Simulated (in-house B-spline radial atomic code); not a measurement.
Radial electron density of Zn XV (Zn14+), [Ne] 3s2 3p4. Computed with a radial B-spline atomic code at the basis-set limit: scalar-relativistic (X2C) TPSSh, spin-polarised, spherical fractional occupations, Fermi nucleus of rms radius 3.9283 fm.

Caution: exact exchange at fractional occupations of open shells leaves self-interaction of up to several eV.

One-electron X2C: radii and densities carry no picture-change correction, so inner-shell <1/r> comes out high (for 1s by about 2 % at Z = 33, 5 % at 54, 10 % at 75, 30 % at 118) and <r> low.

Columns: r (bohr), 4πr²n(r) (electrons per bohr), bar.

```
 0.00186     1.01 #
 0.00221    1.362 #
 0.00262    1.824 ##
 0.00311    2.437 ###
 0.00369    3.239 ###
 0.00438    4.282 #####
  0.0052    5.623 ######
 0.00617    7.314 ########
 0.00732    9.417 ##########
 0.00868    11.97 #############
  0.0103    15.02 ################
  0.0122    18.48 ###################
  0.0145    22.38 ########################
  0.0172     26.4 ############################
  0.0204    30.28 ################################
  0.0242    33.61 ###################################
  0.0288    35.97 ######################################
  0.0341    36.87 #######################################
  0.0405     36.2 ######################################
   0.048     34.2 ####################################
   0.057     31.6 #################################
  0.0677     29.6 ###############################
  0.0803    29.46 ###############################
  0.0953    31.82 ##################################
   0.113    36.05 ######################################
   0.134    40.24 ##########################################
   0.159    41.71 ############################################
   0.189    38.46 #########################################
   0.224    30.91 #################################
   0.266    21.67 #######################
   0.316    14.63 ###############
   0.374    12.08 #############
   0.444    12.79 #############
   0.527    13.47 ##############
   0.626    11.62 ############
   0.742     7.69 ########
   0.881    3.713 ####
    1.05    1.227 #
    1.24   0.2961 
    1.47  0.04402 
    1.75  0.00363 
    2.07 0.0001791
```

On this grid the curve has 3 maxima, near 0.0341, 0.159, 0.527 bohr.

The 3p down radial function P(r) = rR(r), positive near the nucleus:

```json
{"r (bohr)": "0.00186", "P": "0.001646"}
{"r (bohr)": "0.00262", "P": "0.003067"}
{"r (bohr)": "0.00369", "P": "0.005733"}
{"r (bohr)": "0.0052", "P": "0.01073"}
{"r (bohr)": "0.00732", "P": "0.01997"}
{"r (bohr)": "0.0103", "P": "0.03685"}
{"r (bohr)": "0.0145", "P": "0.06708"}
{"r (bohr)": "0.0204", "P": "0.1193"}
{"r (bohr)": "0.0288", "P": "0.2065"}
{"r (bohr)": "0.0405", "P": "0.3383"}
{"r (bohr)": "0.057", "P": "0.5164"}
{"r (bohr)": "0.0803", "P": "0.709"}
{"r (bohr)": "0.113", "P": "0.8216"}
{"r (bohr)": "0.159", "P": "0.6951"}
{"r (bohr)": "0.224", "P": "0.1858"}
{"r (bohr)": "0.316", "P": "-0.6363"}
{"r (bohr)": "0.444", "P": "-1.325"}
{"r (bohr)": "0.626", "P": "-1.367"}
{"r (bohr)": "0.881", "P": "-0.7926"}
{"r (bohr)": "1.24", "P": "-0.2345"}
{"r (bohr)": "1.75", "P": "-0.02769"}
```
